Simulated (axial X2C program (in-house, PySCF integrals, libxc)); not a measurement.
# Ionising ScSe

Calculated with an axial X2C code built on PySCF integrals, spin-free (one-electron X2C) or two-component (2c: spin–orbit coupling with atomic mean-field Coulomb and Gaunt terms, which also bring small scalar terms), in Dyall basis sets with cores contracted in-house; open shells are unrestricted.

Basis sets: Sc dyall-cv3z, Se dyall-cv3z.

| Hamiltonian | level | ScSe state | Re (Å) | ωe (cm⁻¹) | De (eV) |
| --- | --- | --- | --- | --- | --- |
| spin-free | PBE0 | M_S = 1/2, Λ = 0 | 2.252 | 437.8 | 4.38 |
| 2c | PBE0 | Ω = 1/2 | 2.253 | 436.9 | 4.32 |

Adiabatic ionisation energy (minimum to minimum, no zero-point term) and constants of ScSe⁺:

| Hamiltonian | level | ScSe⁺ state | IE (eV) | Re (Å) | ωe (cm⁻¹) | De (eV) | fragments |
| --- | --- | --- | --- | --- | --- | --- | --- |
| spin-free | PBE0 | M_S = 0, Λ = 0 | 6.61 | 2.204 | 475.1 | 4.12 | Se + Sc+ |
| 2c | PBE0 | Ω = 0 | 6.61 | 2.205 | 473.9 | n/a | Se + Sc+ |

Task: Add the zero-point terms to the ionisation energy at PBE0, 2c, and say whether the electron removed was bonding.

Result: IE0 = IE + (ωe⁺ − ωe)/2 = 6.61 + (0.002) = 6.61 eV. Re changes by -0.048 Å, so the bond shortens, as on loss of an antibonding or a polarising non-bonding electron.

Each entry is the lowest single determinant of a limited PBE0 search at one distance. De goes to single-determinant-based atoms at the same level (for ions the charge split of lowest energy) and is withheld (n/a) where an atom does not fit its ground term or J level. Main or longest-lived isotopes. Some light 2c atoms are not at their ground J level, so De misses part of their lowering (0.04 eV or less). The functionals have no current term, which raises determinants with orbital currents.
